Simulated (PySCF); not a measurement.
# A search over the determinants of GeH⁺

Unrestricted PBE0; basis Ge pcseg-1, H pcseg-1; no relativity; PySCF 2.14. Outer shells of the fragments: Ge+ 3d10 4s2 4p1; H 1s1.

Followed along the bond (rough minima from three points):

```json
{"2Ms+1": "1", "unpaired": "none", "⟨S²⟩ at the start": "0.00", "R at minimum (Å)": "1.59", "Te (eV)": "0.00"}
{"2Ms+1": "3", "unpaired": "σ ↑, π ↑", "⟨S²⟩ at the start": "2.01", "R at minimum (Å)": "none in the scan", "Te (eV)": "≤ 2.21"}
```

Solutions found at the starting distance of 1.580 Å, counted from the lowest of them; the search is not exhaustive and high or unbound solutions are not listed, so other states can lie among these:

```
2Ms+1  unpaired   term  E (eV)  ⟨S²⟩  ⟨Lz²⟩  μ (D)
    1      none    ¹Σ⁺    0.00  0.00   0.00   0.54
    3  σ ↑, π ↑     ³Π    2.22  2.01   1.00   0.84
    1  σ ↑, π ↓  mixed    2.59  1.02   1.00   0.98
    3      π ↑↑    ³Σ⁻    6.43  2.13   0.00   1.02
    1      π ↑↓  mixed    7.02  1.00   2.01   1.01
    3      σ ↑↑    ³Σ⁺    7.04  2.00   0.00   0.57
    1      none  mixed    8.03  0.00   2.00   1.02
```

A term symbol is given only where ⟨S²⟩ and ⟨Lz²⟩ are close to those of a pure state; real π, δ and φ orbitals otherwise mix terms. A positive dipole points towards H; it is taken about the centre of mass and depends on that origin.

Counting both spins, an empty level lies below a filled one in some of these solutions, because spin and occupation are held.
